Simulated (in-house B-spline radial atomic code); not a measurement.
# Sn III (Sn2+): [Ar] 3d10 4s2 4p5 4d10 5s2 6f1 (an excited or competing configuration)

All numbers are computed (Dirac-Hartree-Fock, average of configuration; Fermi nucleus of rms radius 4.6519 fm) with a radial B-spline atomic code at the basis-set limit, not measured.

Screening seen three ways: the hydrogenic charge with the same mean radius, Z_r = [3n² - l(l+1)]/(2<r>), the one with the same energy, Z_e = n√(-2ε), and Slater's rules. Values are occupation-weighted means over j. An effective charge above Z reflects the relativistic contraction of the inner shells.

```json
{"shell": "1s", "electrons": "2", "ε (eV)": "-29409", "<r> (bohr)": "0.02905", "Z_r": "51.64", "Z_e": "46.49", "Slater": "49.70"}
{"shell": "2s", "electrons": "2", "ε (eV)": "-4563.6", "<r> (bohr)": "0.1249", "Z_r": "48.03", "Z_e": "36.63", "Slater": "45.85"}
{"shell": "2p", "electrons": "6", "ε (eV)": "-4098.1", "<r> (bohr)": "0.1095", "Z_r": "45.68", "Z_e": "34.71", "Slater": "45.85"}
{"shell": "3s", "electrons": "2", "ε (eV)": "-950.42", "<r> (bohr)": "0.3372", "Z_r": "40.04", "Z_e": "25.07", "Slater": "38.75"}
{"shell": "3p", "electrons": "6", "ε (eV)": "-793.62", "<r> (bohr)": "0.3362", "Z_r": "37.18", "Z_e": "22.91", "Slater": "38.75"}
{"shell": "3d", "electrons": "10", "ε (eV)": "-551.3", "<r> (bohr)": "0.3133", "Z_r": "33.51", "Z_e": "19.10", "Slater": "28.85"}
{"shell": "4s", "electrons": "2", "ε (eV)": "-193.02", "<r> (bohr)": "0.8154", "Z_r": "29.43", "Z_e": "15.07", "Slater": "22.60"}
{"shell": "4p", "electrons": "5", "ε (eV)": "-144.69", "<r> (bohr)": "0.8785", "Z_r": "26.18", "Z_e": "13.04", "Slater": "22.60"}
{"shell": "4d", "electrons": "10", "ε (eV)": "-68.15", "<r> (bohr)": "1.048", "Z_r": "20.04", "Z_e": "8.95", "Slater": "11.85"}
{"shell": "5s", "electrons": "2", "ε (eV)": "-38.56", "<r> (bohr)": "2.113", "Z_r": "17.75", "Z_e": "8.42", "Slater": "7.20"}
{"shell": "6f", "electrons": "1", "ε (eV)": "-3.5925", "<r> (bohr)": "14.75", "Z_r": "3.25", "Z_e": "3.08", "Slater": "3.00"}
```

The least bound orbital is 6f5/2 at -3.591 eV, and it is also the most diffuse (<r> = 14.76 bohr). The part-filled 4p shell lies below the filled 5s shell in orbital energy.

Spin-orbit splittings of the orbital energies (j = l + 1/2 above j = l - 1/2 when positive): 2p 231.7 eV, 3p 43.57 eV, 3d 8.866 eV, 4p 8.013 eV, 4d 1.201 eV, 6f -0.00185 eV.

For the 1s electron the small component carries 3.37 % of the norm, the zero-frequency Breit interaction raises the level by 67.68 eV, self-energy by 38.35 eV, and vacuum polarisation lowers it by 5.048 eV.

The density falls to 0.001 bohr⁻³ at 3.628 bohr; Σ<r²> = 282.16 bohr² gives, by the non-relativistic formula and without the paramagnetism of open shells, a Langevin diamagnetic susceptibility of -223.5×10⁻⁶ cm³/mol.
